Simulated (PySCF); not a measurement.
## Electronic structure of Hf⁷⁰⁺ (hafnium, charge +70) at the UHF level

Configuration: 1s2, closed-shell 1S. Calculation: PySCF 2.14, in an uncontracted even-tempered set (15 s from 200 bohr⁻², ratio 2.2; 7 p from 310 bohr⁻², ratio 2.4; 4 d from 930 bohr⁻², ratio 2.4; 3 f from 1400 bohr⁻², ratio 2.4; 3 g from 2100 bohr⁻², ratio 2.4); the non-relativistic Hamiltonian (point nucleus).

```
Total energy                                     : -5139.108708 hartree
One-electron energy                              : -5183.8866 hartree
Hartree (Coulomb) energy                         : 89.5558 hartree
Exchange energy                                  : -44.7779 hartree
Kinetic energy                                   : 5139.10241 hartree
⟨S²⟩                                             : 0.0000
⟨L²⟩                                             : 0.000
Sum of ⟨r⟩                                       : 0.04188 bohr
Sum of ⟨r²⟩                                      : 0.001170 bohr²
Density at the nucleus (Gaussians lack the cusp) : 233000 bohr⁻³
```

```json
{"shell": "1s", "electrons": "2", "mean orbital energy (hartree)": "-2547.16540", "rms radius, mean of both spins (bohr)": "0.0242"}
```

A non-relativistic calculation at this Z misses sizeable relativistic shifts.
